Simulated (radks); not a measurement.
The numbers below are computed, except where a source is named.
Coherent X-ray form factor from a spherical all-electron density. Level of theory: scalar-relativistic Kohn-Sham, BLYP, spin-polarised, spherical densities, finite nucleus; Fermi nuclear charge, rms radius of each element as measured or else 0.836 A^(1/3) + 0.57 fm (a radial shooting solver on a logarithmic mesh with Libxc functionals).

sin(theta)/lambda (1/angstrom)  f0 (electrons)
0.05                                    58.538
0.1                                     55.397
0.15                                    51.982
0.2                                     48.585
0.25                                    45.274
0.3                                     42.167
0.4                                     36.826
0.5                                     32.529
0.6                                     28.950
0.8                                     23.337
1                                       19.513
1.25                                    16.472
1.5                                     14.263
2                                       10.439

The species is in the configuration that NIST lists as its ground one. Which atom or ion scatters so?

Answer. Neutral neodymium, [Xe] 4f4 6s2. Extrapolating in s^2 from the first two rows gives f0(0) = 59.6, near the electron count 60; among species with that count, the fall with angle is slower the higher Z, and the table is that of Z = 60; from so few rows the species is fixed only to a neighbour or two.
